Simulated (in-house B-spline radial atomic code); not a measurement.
**RPA and G0W0 on PBEsol: I2+**

Configuration [Kr] 4d10 5s2 5p3, highest spin, mean-field start PBEsol. Computed with an all-electron radial atomic-structure program (B-spline basis): all electrons, non-relativistic, point nucleus, each spin shell either full or empty, empty states to l = 9 with an (l + 1/2)⁻⁴ tail; G0W0 by contour deformation at full frequency.

Without relativity these are model numbers: it shifts the levels of so heavy an element strongly and can reorder them.

Command:
```bash
python run_gw.py task.json out
```
Settings (radii: box in bohr, nucleus in fm):
```
Z                        53
electrons                51
configuration            [Kr] 4d10 5s2 5p3
hamiltonian              nr
method                   pbesol
lmax                     9
spin_polarised           True
box_radius               17.55
intervals                54
```

Run time, properties included: 5.9 s on 1 thread of Arm Neoverse N1, with other jobs on the host.

Energies (hartree):

| term | value |
| --- | --- |
| mean-field total | -6916.20622 |
| Hartree-Fock functional on these orbitals | -6916.95080 |
| direct second order | -4.5414 |
| second-order exchange | 1.2441 |
| SOSEX correction | 1.1523 |

Q: What is the RPA correlation energy, and what remains with SOSEX?

A: RPA gives -3.9532 hartree (-2.11 eV per electron); RPA + SOSEX gives -2.8009, and the second-order doubles -3.2973 hartree (no singles). SOSEX takes back 29 % of the RPA value.

Quasi-particle levels (eV):

```
  level  occupied  mean field  Σx - vxc     Σc  QP weight     G0W0
  5p up       yes     -25.416     -4.53      ?          ?        ?
5s down       yes      -32.77     -2.47  -2.45      0.919   -37.69
5p down        no     -22.799      6.33  -2.74      0.919  -19.203
```

G0W0 = mean field + (Σx - vxc) + Σc, with Σc (partial-wave tail included) taken at the quasi-particle energy. Only the outer levels were computed. Levels of low weight are left out.

Q: Where does G0W0 put 5p up?

A: At -30.37 eV, with Σc = -0.43 eV and a quasi-particle weight of 0.917. The tabulated removal energy is 29.57 ± 0.025 eV (NIST, measured); the calculation leaves out relativity, Breit and QED terms, and what these don't explain is the method's own error.
